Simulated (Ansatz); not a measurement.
Cl2F3HMoO (`[OH][Mo]([F])([F])([F])([Cl])[Cl]`), charge 0, multiplicity 1.

**Question.** Give a relaxed structure at PBE0-D4/def2-TZVP (the Gaussian-basis code of Ansatz). (Best estimate.)

**Answer.** Ansatz gave: 
```xyz
8

O    -0.6200    0.1044    1.3990
Mo    0.1728    0.1179   -0.2392
F    -1.2681    0.9165   -1.0461
F     1.7505   -0.5639    0.4018
F     0.8009   -0.2429   -1.9187
Cl   -0.7652   -1.9927   -0.4429
Cl    1.0923    2.1749   -0.0514
H    -1.1631   -0.5141    1.8974
```
Point group Cs.
